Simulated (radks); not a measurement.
Values are calculated unless marked as measured or tabulated.
Ru3+, configuration [Kr] 4d5. Level of theory: non-relativistic Kohn-Sham, PBE, spin-polarised, spherical densities, point nucleus; open shells are filled with parallel spins first (spin-orbit coupling, left out, can overturn this in heavy ions); relativity is left out, which matters for an element this heavy (a radial shooting solver on a logarithmic mesh with Libxc functionals).

X-ray form factor f0, the Fourier transform of the density (f0(0) = 41):

sin(theta)/lambda (1/angstrom)  f0 (electrons)
0.05                                    40.523
0.1                                     39.174
0.15                                    37.173
0.2                                     34.797
0.25                                    32.308
0.3                                     29.902
0.4                                     25.757
0.5                                     22.628
0.6                                     20.287
0.8                                     16.776
1                                       13.816
1.25                                    10.664
1.5                                      8.365
2                                        5.978
